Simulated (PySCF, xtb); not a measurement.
Si(Cl)(H)2(NHMe) (CH₆ClNSi), SMILES N([SiH2]Cl)C.

GFN2-xTB (xtb) at its own geometry gives an orbital gap of 5.44 eV and a dipole moment of 2.95 D.

Geometry: B3LYP-D3(BJ)/def2-SVP. Other conformers were not sampled.

What does PBE/def2-TZVP (PySCF) give? (The exact figures need the calculation; the answer reports its results.)

gap 5.60 eV (levels -5.94 and -0.34 eV), dipole 2.21 D.
